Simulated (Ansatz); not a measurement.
`[Cl][Ti]([Cl])([Cl])[c]1ccccc1` + `C[SeH]` → `[Cl][Ti]([Cl])([Cl])[SeH]` + `Cc1ccccc1`  (formal exchange of groups at a Ti–C bond)

Calculated with Ansatz (gas phase, PBE0-D4/def2-TZVP geometries, no zero-point term in ΔE). CCSD(T)/CBS is the MP2 limit (def2-TZVPP, def2-QZVPP) plus CCSD(T) − MP2 in def2-TZVPP, frozen cores. Functionals use def2-TZVPP. For Se, Ti outer-core shells are correlated without core-valence functions, which leaves a few kJ/mol of doubt a bond. Scalar relativity is left out up to krypton. Each species was taken in one conformer, which may not be the lowest.

`[Cl][Ti]([Cl])([Cl])[c]1ccccc1`:

Z-matrix (Å, degrees):
```
Ti
Cl 1 2.178
Cl 1 2.181 2 112.2
C 1 2.976 2 103.0 3 -91.6
Cl 1 2.181 2 112.2 3 127.7
C 1 2.977 2 103.1 3 -140.7
C 1 2.015 2 105.2 3 -116.2
C 4 1.386 1 155.8 2 -89.6
H 4 1.085 1 84.8 2 85.5
C 6 1.386 1 155.8 2 89.5
H 6 1.085 1 84.8 2 -85.6
C 8 1.388 4 120.0 1 -5.8
H 8 1.084 4 119.9 1 174.3
H 10 1.084 6 119.9 1 -174.3
H 12 1.084 8 119.9 4 -179.8
```

`C[SeH]`:

Cartesian coordinates in Å:
```
C -0.224 0.497 0.027
Se 0.888 -0.899 -0.754
H -1.265 0.182 0.062
H -0.131 1.358 -0.633
H 0.135 0.763 1.018
H 0.596 -1.901 0.279
```

`[Cl][Ti]([Cl])([Cl])[SeH]`:

```xyz
6

Cl   -1.969    0.301   -1.096
Ti    0.101   -0.002   -0.515
Cl    1.101   -1.471   -1.745
Cl    1.134    1.908   -0.496
Se    0.175   -0.961    1.673
H    -0.541    0.226    2.179
```

`Cc1ccccc1`:

Cartesian coordinates in Å:
```
C 2.017 0.424 0.813
C 0.657 0.122 0.260
C 0.389 0.268 -1.097
C -0.876 0.018 -1.607
C -1.899 -0.387 -0.763
C -1.645 -0.540 0.592
C -0.378 -0.289 1.095
H 2.794 0.276 0.061
H 2.080 1.463 1.150
H 2.248 -0.211 1.671
H 1.185 0.581 -1.766
H -1.062 0.136 -2.668
H -2.888 -0.586 -1.159
H -2.436 -0.861 1.260
H -0.186 -0.416 2.156
```

```json
{"level": "r2SCAN0-D4", "ΔE (kJ/mol)": "-137.4"}
{"level": "BHLYP-D4", "ΔE (kJ/mol)": "-127.3"}
{"level": "B2PLYP", "ΔE (kJ/mol)": "-144.5"}
{"level": "LC-ωPBE", "ΔE (kJ/mol)": "-132.0"}
```

**Question.** What does CCSD(T)/CBS give? (An estimate is asked.)

**Answer.** Computed: -130.2 kJ/mol. The listed levels differ from it by -7.2, 2.9, -14.3, -1.8 kJ/mol.

Largest T1 diagnostic among the species: 0.025, so the coupled-cluster value is less sure than usual.

From PBE to PBE0 (25 % exact exchange), in def2-TZVPP and without D4, ΔE moves by +3.3 kJ/mol. Leaving LDA and LC-ωPBE aside and taking each functional with its dispersion term where it has one, the values, not all of them listed here, spread over 18.2 kJ/mol, from B2PLYP to ωB97X-V. LDA lies −12.5 kJ/mol from PBE without D4.

CCSD(T)/CBS has its own doubt, a few kJ/mol and more with outer-core shells, so smaller differences from it don't rank the levels.
